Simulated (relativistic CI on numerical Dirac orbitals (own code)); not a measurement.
**Ligand-field terms of d6**

Computed with a parametric ligand-field model of a d^n configuration (Racah B and C, spin-orbit zeta, crystal field), exact diagonalisation.

Field parameters in Wybourne normalisation: D3d B²₀ = −7Dσ, B⁴₀ = −14Dq − 21Dτ, B⁴₃ = −14√(10/7) Dq; D4h B²₀ = −7Ds, B⁴₀ = 21(Dq − Dt), B⁴₄ = 21√(5/14) Dq; Oh B⁴₀ = 21Dq, B⁴₄ = √(5/14) B⁴₀; Td as Oh with Dq negative (B⁴₀ = 21Dq, B⁴₄ = √(5/14) B⁴₀). The field is a parameter set, without covalency.

Q: Ground term and bands for B = 820, C = 2890, ζ = 0 cm⁻¹, D4h, 10Dq = 24050, Ds = -520, Dt = 610 cm⁻¹?

A: Ground term 1A1 with 0.05 electrons in the two orbitals of the cubic e set. Spin-allowed: 1E 16963 cm⁻¹ (590 nm), 1A2 22241 cm⁻¹ (450 nm), 1E 27958 cm⁻¹ (358 nm), 1B2 30295 cm⁻¹ (330 nm). Lowest spin-forbidden: 3E 10614 cm⁻¹ (942 nm), 5B2 12436 cm⁻¹ (804 nm), 3A2 15767 cm⁻¹ (634 nm).

Q: Ground term and bands for B = 430, C = 1530, ζ = 0 cm⁻¹, D4h, 10Dq = 11500, Ds = -340, Dt = 30 cm⁻¹?

A: Ground term 1A1 with 0.04 electrons in the two orbitals of the cubic e set. Spin-allowed: 1E 10244 cm⁻¹ (976 nm), 1A2 10555 cm⁻¹ (947 nm), 1E 15273 cm⁻¹ (655 nm), 1B2 16785 cm⁻¹ (596 nm). Lowest spin-forbidden: 3E 6833 cm⁻¹ (1463 nm), 3A2 7157 cm⁻¹ (1397 nm), 5B2 8378 cm⁻¹ (1194 nm).

Q: Ground term and bands for B = 1010, C = 3920, ζ = 0 cm⁻¹, Td, 10Dq = -3100 cm⁻¹?

A: Ground term 5E with 3.00 electrons in the two orbitals of the cubic e set. Spin-allowed: 5T2 3100 cm⁻¹ (3226 nm). Lowest spin-forbidden: 3T1 18583 cm⁻¹ (538 nm), 3E 20156 cm⁻¹ (496 nm), 3T1 21492 cm⁻¹ (465 nm).

Q: Ground term and bands for B = 970, C = 4350, ζ = 0 cm⁻¹, Oh, 10Dq = 3250 cm⁻¹?

A: Ground term 5T2 with 2.00 electrons in the two orbitals of the cubic e set. Spin-allowed: 5E 3250 cm⁻¹ (3077 nm). Lowest spin-forbidden: 3T1 19771 cm⁻¹ (506 nm), 3T2 21052 cm⁻¹ (475 nm), 3T1 22334 cm⁻¹ (448 nm).

Q: Ground term and bands for B = 720, C = 3470, ζ = 0 cm⁻¹, D3d, 10Dq = 28000, Dσ = -1200, Dτ = -70 cm⁻¹?

A: Ground term 1A1 with 0.04 electrons in the two orbitals of the cubic e set. Spin-allowed: 1E 24550 cm⁻¹ (407 nm), 1A2 26692 cm⁻¹ (375 nm), 1E 35285 cm⁻¹ (283 nm), 1A1 35618 cm⁻¹ (281 nm). Lowest spin-forbidden: 3E 17058 cm⁻¹ (586 nm), 3A2 19310 cm⁻¹ (518 nm), 3E 22955 cm⁻¹ (436 nm).
